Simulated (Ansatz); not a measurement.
Cost and result up the ladder for (ZnS)2 ring (Zn2S2) (4 atoms). Total charge 0; singlet. Geometry: PBE0-D4/def2-SVP.

```xyz
4

Zn    0.829    0.092    0.877
S    -1.305    0.716    1.159
Zn   -0.829   -0.092   -0.877
S     1.305   -0.716   -1.159
```

Ansatz on 4 threads of Arm Neoverse V2 on a shared host. Times are rough, and most runs start from the orbitals of an earlier one. ωB97X-V/def2-TZVP serves as the yardstick here, not as an exact answer. Differences are given only for rows in sets of like size (and for xTB, whose basis is part of the method), since another set adds its own error. Binding counts from free atoms at the same level (Zn singlet, S triplet; other spins of the atoms weren't run), without zero-point energy or a counterpoise term.

B3LYP takes the VWN-RPA correlation. Correlated methods freeze 28 core orbitals.

Correlated methods converge slowly with the basis.

| level | functions | wall time |
| --- | --- | --- |
| PBE-D4/def2-SVP | 98 | 0.9 s |
| LDA (SPW92)/def2-TZVP | 170 | 0.95 s |
| PBE0-D4/def2-SVP | 98 | 1.4 s |
| MP2/def2-TZVP | 170 | 2.2 s |
| PBE-D4/def2-TZVPD | 194 | 2.5 s |
| B3LYP-D4/def2-TZVP | 170 | 3.5 s |
| RPA@PBE/def2-TZVP | 170 | 3.5 s |
| PBE0-D4/def2-TZVP (with forces) | 170 | 3.8 s |
| PBE0-D4/def2-TZVPD | 194 | 4.1 s |
| r2SCAN-D4/def2-TZVP | 170 | 4.7 s |
| r2SCAN-D4/def2-TZVPD | 194 | 6 s |
| r2SCAN0-D4/def2-TZVP | 170 | 6 s |
| ωB97X-V/def2-TZVP | 170 | 7 s |
| CCSD(T)/def2-TZVPP | 212 | 29 s |

(1) Estimate what each level gives for the binding energy per atom (eV).

Answers

(1) 
```
                          level  binding energy per atom (eV)  difference from ωB97X-V/def2-TZVP (eV)
                PBE-D4/def2-SVP                          2.01                                       –
          LDA (SPW92)/def2-TZVP                          2.33                                    0.44
               PBE0-D4/def2-SVP                          1.94                                       –
                  MP2/def2-TZVP                          1.89                                    0.01
              PBE-D4/def2-TZVPD                          1.90                                    0.02
             B3LYP-D4/def2-TZVP                          1.66                                   -0.22
              RPA@PBE/def2-TZVP                          1.54                                   -0.35
PBE0-D4/def2-TZVP (with forces)                          1.88                                   -0.01
             PBE0-D4/def2-TZVPD                          1.88                                    0.00
            r2SCAN-D4/def2-TZVP                          1.95                                    0.07
           r2SCAN-D4/def2-TZVPD                          1.95                                    0.07
           r2SCAN0-D4/def2-TZVP                          1.88                                    0.00
              ωB97X-V/def2-TZVP                          1.88                                    0.00
             CCSD(T)/def2-TZVPP                          1.69                                   -0.19
```
